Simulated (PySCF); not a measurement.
Species: CH12OSSi5.
Numbering: `[CH3:1][S:2][Si:3]1([OH:4])[SiH2:5][SiH2:6][SiH2:7][SiH2:8]1`

Geometry (GFN2-xTB, Å), atoms numbered from 1 in this order:
```xyz
20
CH12OSSi5 angstrom
C      3.0064   -0.7200   -0.0878
S      2.4366   -0.3110   -1.7582
Si     0.3588    0.1524   -1.2867
O     -0.2959    0.6300   -2.7070
Si     0.0655    2.0033    0.1195
Si    -1.6884    1.3905    1.5359
Si    -2.2144   -0.8632    1.1831
Si    -0.8107   -1.7191   -0.4760
H      2.8813    0.1404    0.5636
H      2.4449   -1.5686    0.2927
H      4.0583   -0.9755   -0.1640
H      0.0157    0.2937   -3.5430
H     -0.1645    3.2593   -0.6002
H      1.2785    2.2813    0.9102
H     -2.8640    2.2432    1.3206
H     -1.3426    1.6471    2.9401
H     -2.1106   -1.6535    2.4168
H     -3.6217   -1.0308    0.7989
H     -1.5284   -2.4424   -1.5343
H      0.0900   -2.7465    0.0729
```

NICS is the negative of the GIAO shielding at a point without a nucleus: at the ring centre (0) and 1 Å above and below it (1); zz is the component along the ring normal. Level: GIAO PBE0/pcSseg-1 (PySCF, non-relativistic, gas phase) on the GFN2-xTB geometry, one conformer.

Ring bond lengths (Å), with Mayer bond orders in brackets: Si3–Si5 2.343 (0.80), Si5–Si6 2.336 (0.84), Si6–Si7 2.341 (0.85), Si7–Si8 2.336 (0.84), Si8–Si3 2.351 (0.79).

Q: What do the NICS probes read (ppm)?

A: 
| ring | type | NICS(0) | NICS(1), two faces | NICS(1)zz, two faces | rms pucker (Å) | centre to ring atoms, mean (Å) |
| --- | --- | --- | --- | --- | --- | --- |
| Si3–Si5–Si6–Si7–Si8 | 5-membered ring with 5 Si; formal bonds all single | -0.9 | -1.3 / -2.2 | 2.6 / 1.8 | 0.09 | 1.99 |

Q: What do they say, and how far can they be read as aromaticity?

A: 
- Si3–Si5–Si6–Si7–Si8: mean NICS(1)zz 2.2 ppm, near zero. Si3, Si5, Si6, Si7, Si8 have four or more neighbours, so the value isn't read as a sign of a π ring current.
